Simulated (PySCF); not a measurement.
Chlorine: a sound run and one with changed settings

Sound run: Cl⁺ [Ne] 3s2 3p4, Cl²⁺ [Ne] 3s2 3p3. Calculation: PySCF 2.14, in def2-TZVP; no relativity, point nucleus. The sound run starts from symmetry-adapted Hartree-Fock orbitals and uses a fine grid where one is needed.

Changed run: 14 angular points. This setting is unsound on purpose.

```tsv
species	method	sound run (hartree)	changed run (hartree)	converged
Cl⁺	UHF	-459.04415	-459.04415	yes
Cl⁺	TPSS	-459.69318	-459.69294	yes
Cl⁺	PBE0	-459.52134	-459.52127	yes
Cl²⁺	UHF	-458.21427	-458.21427	yes
Cl²⁺	TPSS	-458.81456	-458.81456	yes
Cl²⁺	PBE0	-458.64503	-458.64503	yes
```

Ionisation energy of Cl⁺:

```tsv
method	sound run (eV)	changed run (eV)
UHF	22.582	22.582
TPSS	23.909	23.902
PBE0	23.846	23.844
```

A coarse angular grid integrates products of high-l functions wrongly, so density functionals can shift, and the SCF can exploit the error; Hartree-Fock and MP2 need no grid.

For comparison, NIST gives 23.814 eV between the lowest levels.
